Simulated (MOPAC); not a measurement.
Input for MOPAC: PM3 on aminoborane (SMILES BN), a point of a bond scan (R = 1.610 Å).

```
PM3 1SCF PRECISE CHARGE=0 THREADS=1
BH4N

B     -0.77598333 1     0.04477233 1    -0.00303336 1
N      0.60927771 1    -0.03515382 1     0.00238170 1
H     -1.63705710 1    -1.31554931 1    -0.04086467 1
H     -1.29389237 1     1.11910141 1     0.02047198 1
H      1.20971392 1     0.77280035 1     0.02532482 1
H      1.11296685 1    -0.90681330 1    -0.01624534 1
```

Output:

```
*******************************************************************************
 **                                                                           **
 **                              MOPAC v23.2.5                                **
 **                                                                           **
 *******************************************************************************
 ** MOPAC's Digital Object Identifier: https://doi.org/10.5281/zenodo.6511958 **
 **                                                                           **
 ** Please cite the open-source release paper for use of this MOPAC version:  **
 ** J. E. Moussa and J. J. P. Stewart (2026)                                  **
 ** MOPAC: An open-source semiempirical molecular orbital program             **
 ** J. Open Source Softw., 11(119), 8025, https://doi.org/10.21105/joss.08025 **
 *******************************************************************************

                              PM3 CALCULATION RESULTS

 *******************************************************************************
 *  PM3        - The PM3 Hamiltonian to be used
 *
 *
 *
 *                 CHARGE ON SYSTEM = 0
 *
 *
 *
 *  PRECISE    - TIGHTER CRITERIA TO BE USED
 *  1SCF       - DO 1 SCF AND THEN STOP
 *  THREADS=1  - MULTI-THREADING NOT USED
 *  T=         - A TIME OF 172800.0 SECONDS REQUESTED
 *  DUMP=N     - RESTART FILE WRITTEN EVERY 7200.0 SECONDS REQUESTED
 *******************************************************************************
PM3 1SCF PRECISE CHARGE=0 THREADS=1
 BH4N

   ATOM   CHEMICAL          X               Y               Z
  NUMBER   SYMBOL      (ANGSTROMS)     (ANGSTROMS)     (ANGSTROMS)

     1       B         -0.77598333  *   0.04477233  *  -0.00303336  *
     2       N          0.60927771  *  -0.03515382  *   0.00238170  *
     3       H         -1.63705710  *  -1.31554931  *  -0.04086467  *
     4       H         -1.29389237  *   1.11910141  *   0.02047198  *
     5       H          1.20971392  *   0.77280035  *   0.02532482  *
     6       H          1.11296685  *  -0.90681330  *  -0.01624534  *



          CARTESIAN COORDINATES

    NO.       ATOM           X           Y           Z

     1         B         -0.7760      0.0448     -0.0030
     2         N          0.6093     -0.0352      0.0024
     3         H         -1.6371     -1.3155     -0.0409
     4         H         -1.2939      1.1191      0.0205
     5         H          1.2097      0.7728      0.0253
     6         H          1.1130     -0.9068     -0.0162

  H: (PM3): J. J. P. STEWART, J. COMP. CHEM. 10, 209 (1989).
  B: (PM3): J. J. P. STEWART, J. MOL. MOD., 10, 155-164 (2004)
  N: (PM3): J. J. P. STEWART, J. COMP. CHEM. 10, 209 (1989).

           Empirical Formula: H4 N B  =     6 atoms



      MOLECULAR POINT GROUP   :   Cs


      RHF CALCULATION, NO. OF DOUBLY OCCUPIED LEVELS = 6


 -------------------------------------------------------------------------------
 PM3 1SCF PRECISE CHARGE=0 THREADS=1
 BH4N



     1SCF WAS SPECIFIED, SO BFGS WAS NOT USED
     SCF FIELD WAS ACHIEVED


                              PM3 CALCULATION
                                                       MOPAC v23.2.5 Linux




          FINAL HEAT OF FORMATION =         19.76171 KCAL/MOL =      82.68301 KJ/MOL


          COSMO AREA              =         73.71 SQUARE ANGSTROMS
          COSMO VOLUME            =         54.41 CUBIC ANGSTROMS

          IONIZATION POTENTIAL    =         10.962199 EV
          HOMO LUMO ENERGIES (EV) =        -10.962  2.021
          NO. OF FILLED LEVELS    =          6
          MOLECULAR WEIGHT        =         28.8483         POINT GROUP:  Cs

          MOLECULAR DIMENSIONS (Angstroms)

            Atom       Atom       Distance
            H     5    H     3     3.53124
            H     6    H     4     3.05758
            N     2    B     1     0.00000


          SCF CALCULATIONS        =          1





   ATOM   CHEMICAL          X               Y               Z
  NUMBER   SYMBOL      (ANGSTROMS)     (ANGSTROMS)     (ANGSTROMS)

     1       B         -0.77598333  *   0.04477233  *  -0.00303336  *
     2       N          0.60927771  *  -0.03515382  *   0.00238170  *
     3       H         -1.63705710  *  -1.31554931  *  -0.04086467  *
     4       H         -1.29389237  *   1.11910141  *   0.02047198  *
     5       H          1.20971392  *   0.77280035  *   0.02532482  *
     6       H          1.11296685  *  -0.90681330  *  -0.01624534  *

                             CARTESIAN COORDINATES

   1    B       -0.775983330     0.044772330    -0.003033360
   2    N        0.609277710    -0.035153820     0.002381700
   3    H       -1.637057100    -1.315549310    -0.040864670
   4    H       -1.293892370     1.119101410     0.020471980
   5    H        1.209713920     0.772800350     0.025324820
   6    H        1.112966850    -0.906813300    -0.016245340


           Empirical Formula: H4 N B  =     6 atoms



      MOLECULAR POINT GROUP   :   Cs


                  EIGENVALUES
 -30.25024 -18.89843 -17.16485 -14.18549 -11.30579 -10.96220   2.02130   2.35024
   3.06206   4.52822   5.70902   6.05228


              NET ATOMIC CHARGES AND DIPOLE CONTRIBUTIONS

  ATOM NO.   TYPE          CHARGE      No. of ELECS.   s-Pop       p-Pop
    1          B          -0.422644        3.4226     1.06365     2.35900
    2          N           0.368024        4.6320     1.20209     3.42989
    3          H           0.017980        0.9820     0.98202
    4          H           0.036552        0.9634     0.96345
    5          H           0.002195        0.9978     0.99780
    6          H          -0.002108        1.0021     1.00211
 DIPOLE           X         Y         Z       TOTAL
 POINT-CHG.     2.285    -0.053     0.011     2.286
 HYBRID         0.725     0.001     0.004     0.725
 SUM            3.011    -0.052     0.015     3.011


          ATOMIC ORBITAL ELECTRON POPULATIONS

     Atom    s        px        py        pz
    1  B   1.06365   0.84928   0.96111   0.54860
    2  N   1.20209   1.03822   0.94033   1.45133
    3  H   0.98202
    4  H   0.96345
    5  H   0.99780
    6  H   1.00211

 **********************
 *                    *
 * JOB ENDED NORMALLY *
 *                    *
 **********************




 == MOPAC DONE ==
```

The run finished.

Cost: around 0.03 core-seconds (rough).
